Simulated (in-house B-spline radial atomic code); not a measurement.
What moves the levels of the magnesium ion Mg⁺ ([Ne] 3s1)? Level of theory: Dirac-Hartree-Fock, average of configuration, Fermi nucleus of rms radius 3.0626 fm; calculated with a B-spline radial code for spherical atoms.

Baseline run (computed): total energy -199.6919 hartree, 1s1/2 at -49.45176 hartree, 3s1/2 at -14.756 eV with <r> = 2.836 bohr.

Changing the nucleus:

```csv
nucleus,ΔE (eV)
"Fermi nucleus of rms radius 3.1107 fm, A = 30",8.37e-05
"Fermi nucleus of rms radius 3.1486 fm, A = 31",0.000151
"Fermi nucleus of rms radius 3.1861 fm, A = 32",0.000217
```

A larger nucleus binds the electrons less, roughly as the density at the nucleus times the change of the nuclear <r²>. The reference is A = 21.
